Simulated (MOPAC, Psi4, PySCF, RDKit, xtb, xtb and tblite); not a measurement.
Two geometries of SMILES B(O)([SiH2][SiH2]C(C)(C)C)O, relaxed at GFN2-xTB with one dihedral held; other torsions can differ between them too.

Structure A

```
24

C      0.7234     5.4913     2.2760
C     -0.5973     6.1060     1.8163
C     -1.4195     6.4942     3.0446
C     -0.2984     7.3650     1.0034
Si    -1.5763     4.8306     0.7537
Si    -2.0941     2.8896     1.9276
B     -4.0198     2.5441     2.0627
O     -4.6523     2.0255     0.9811
O     -4.6764     2.8726     3.2013
H      1.3383     5.2186     1.4209
H      1.2856     6.2001     2.8849
H      0.5492     4.5957     2.8686
H     -2.3609     6.9536     2.7487
H     -0.8747     7.2099     3.6614
H     -1.6418     5.6211     3.6553
H     -1.2194     7.8370     0.6687
H      0.2560     8.0877     1.6030
H      0.2971     7.1241     0.1258
H     -0.7633     4.5979    -0.4531
H     -2.7588     5.5620     0.2498
H     -1.4435     2.9267     3.2546
H     -1.3768     1.7855     1.2601
H     -5.6005     1.8788     1.0352
H     -5.6246     2.7207     3.2401
```

Structure B

```
24

C      5.6739    -1.6187     1.5908
C      4.6856    -1.3160     2.7166
C      4.1489     0.1031     2.5321
C      5.4216    -1.3999     4.0528
Si     3.2240    -2.5752     2.6584
Si     1.9047    -2.2508     0.7711
B      2.8895    -1.8388    -0.8800
O      3.1401    -0.5407    -1.1844
O      3.3262    -2.8638    -1.6508
H      6.0875    -2.6198     1.6980
H      6.5012    -0.9076     1.6020
H      5.1870    -1.5528     0.6187
H      3.4280     0.3462     3.3102
H      4.9597     0.8313     2.5835
H      3.6580     0.2112     1.5658
H      4.7509    -1.1643     4.8757
H      6.2549    -0.6968     4.0806
H      5.8159    -2.4009     4.2132
H      3.8424    -3.9095     2.7734
H      2.4903    -2.4045     3.9239
H      1.0699    -3.4588     0.6357
H      0.9152    -1.2046     1.0967
H      3.6329    -0.3461    -1.9860
H      3.8217    -2.6586    -2.4481
```

Problem. Which is lower in energy at the level B3LYP-D3(BJ)/def2-SVP // GFN2-xTB run with Psi4, and by how much?

Solution. B is lower, by 7.07 kJ/mol (dihedral C2–Si5–Si6–B7: 120° in A, 40° in B).

E(B) − E(A) in kJ/mol at the other levels, on the same two geometries: GFN2-xTB (xtb and tblite) -3.30; B3LYP/def2-SVP // GFN2-xTB (Psi4) -2.78; PBE/def2-SVP // GFN2-xTB (Psi4) -3.86; PBE-D3(BJ)/def2-SVP // GFN2-xTB (Psi4) -6.59; UFF // GFN2-xTB (RDKit) -1.24; PM3, restricted, heats of formation // GFN2-xTB (MOPAC) 3.38; AM1, restricted, heats of formation // GFN2-xTB (MOPAC) 3.81; GFN1-xTB // GFN2-xTB (xtb) -3.54; restricted B3LYP/6-31G*, spherical d, density fitting // GFN2-xTB (PySCF) -1.39; restricted Hartree-Fock/STO-3G // GFN2-xTB (PySCF) -0.11.
